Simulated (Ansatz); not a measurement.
A made-up structure of CH3BBr (charge +1), closed shell:

```
6
angstrom
B 0.2478 -0.1765 -0.7703
C -0.2562 -0.0181 0.6526
Br -0.1620 1.5266 1.5186
H -0.5107 0.0169 -1.6744
H 1.3835 -0.5075 -0.9454
H -0.4611 2.2047 2.8342
```

It is relaxed with PBE-D4/def2-SVP and then PBE0-D4/def2-TZVP (Ansatz 0.2.0). Atoms count as bonded within 1.22 times the sum of their covalent radii (H–H: 0.88 Å). The end point is not checked to be a true minimum.

Problem. Does its bonding change? (Judge from chemistry; the calculation decides.)

Solution. Computed: Yes. Formed: C2–H5; broken: B1–H5.

Where it ends: The first stage lowers the energy by 3.19 eV in 41 steps. It ends as CH₃BBr ([BH][CH][BrH]), total charge +1:
B1  (-0.261, 0.024, -0.876)
C2  (0.573, 0.294, 0.212)
Br3  (0.063, 1.822, 1.191)
H4  (-0.984, -0.175, -1.778)
H5  (1.498, -0.150, 0.553)
H6  (-0.647, 1.230, 2.313)
(Å)

Labels in which every atom is bracketed show which atoms are joined, not bond orders.

For scale, one of the runs: PBE0-D4/def2-TZVP relaxation, 128 basis functions, launched by `ansatz run in.yaml --threads 2 --pin off --events-out ev --progress --plain --max-ram 4352MiB`. Hardware: 2 CPU threads of an Arm Neoverse V1, shared host. Wall time about 19 s.
